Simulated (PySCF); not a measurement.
PySCF input for Al(Cl)(OMe)(SeH) (CH₄AlClOSe), SMILES C[O][Al]([Cl])[SeH], PBE/pcSseg-1. Geometry optimised at ωB97X-D3(BJ)/def2-SVP. One conformer was computed; it need not be the lowest.

```python
import numpy as np
from pyscf import gto, scf, dft
from pyscf.prop.nmr import rks as nmr

mol = gto.M(
    atom='''
    Al    0.03833889    0.42437440   -0.00000000
    Cl    1.97650462    1.22368299    0.00000000
    O    -1.30012221    1.44112136    0.00000000
    C    -1.59385948    2.81030022    0.00000000
    H    -2.18844661    3.07269197   -0.89195575
    H    -0.68083401    3.43338098   -0.00000000
    H    -2.18844661    3.07269196    0.89195574
    Se   -0.30065438   -1.82970343    0.00000000
    H     1.14512652   -2.07909834    0.00000000
    ''',
    basis='pcSseg-1',
    charge=0,
    spin=0,
    max_memory=1600,
    verbose=3,
)
mf = dft.RKS(mol, xc='pbe')
mf.grids.level = 3
mf.conv_tol = 1e-10
mf.max_cycle = 100
mf.kernel()
n = nmr.NMR(mf)
n.verbose = 2
n.max_cycle_cphf = 60
sigma = n.kernel()
print('atom   isotropic/ppm   span/ppm')
for i, s in enumerate(sigma):
    w = np.linalg.eigvalsh((s + s.T) / 2)
    print(f'{mol.atom_symbol(i):2s}{i + 1:3d} {w.mean():14.3f} {w[2] - w[0]:11.3f}')
```

Program output:

```
converged SCF energy = -3218.97662541549
atom   isotropic/ppm   span/ppm
Al  1        400.724     113.158
Cl  2        906.049     266.229
O   3        268.903     131.574
C   4        122.528      88.958
H   5         27.151      11.332
H   6         26.884      11.262
H   7         27.151      11.332
Se  8       2207.867     388.573
H   9         31.217      24.655
```

Self-consistency was reached.

Cost: around 28 core-seconds (rough).
